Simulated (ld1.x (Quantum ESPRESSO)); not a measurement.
# Reading a pseudo-wave (K (Z = 19))

Columns: radius, all-electron u(r) and pseudo u(r) of the 3p shell (level -24.83 eV) of potassium in the configuration [Ne] 3s2 3p6 3d0 4s0 4p0; PBEsol, scalar-relativistic, TM scheme, ld1.x (Quantum ESPRESSO) 7.5.

```tsv
r (bohr)	all-electron	pseudo
0.145	0.3826	-0.0364
0.290	0.3654	-0.1395
0.435	0.0415	-0.2925
0.580	-0.3156	-0.4696
0.725	-0.5952	-0.6410
0.870	-0.7755	-0.7781
1.015	-0.8671	-0.8624
1.160	-0.8918	-0.8897
1.305	-0.8709	-0.8707
1.450	-0.8217	-0.8217
1.595	-0.7568	-0.7568
1.740	-0.6850	-0.6850
1.885	-0.6117	-0.6117
2.030	-0.5407	-0.5407
2.175	-0.4740	-0.4740
2.320	-0.4128	-0.4128
2.465	-0.3576	-0.3576
2.610	-0.3085	-0.3085
2.755	-0.2652	-0.2652
2.900	-0.2273	-0.2273
3.045	-0.1944	-0.1944
3.190	-0.1659	-0.1659
3.335	-0.1413	-0.1413
3.480	-0.1201	-0.1201
3.625	-0.1019	-0.1019
3.770	-0.0864	-0.0864
```

Problem. How many radial nodes do the two functions have?

Solution. The all-electron 3p function has n − l − 1 = 1; the pseudo-wave has 0, since the states of the same l below it are removed with the core.

Problem. At about which radius was the pseudo-wave matched?

Solution. 1.50 bohr. The columns agree to 0.0005 from 1.30 bohr on; several derivatives are matched, so the curves merge somewhat inside the radius.

Problem. Is the pseudo-wave norm-conserving?

Solution. Yes: the TM scheme keeps the norm inside the radius equal to the all-electron one, which fixes the energy derivative of the logarithmic derivative at the level.
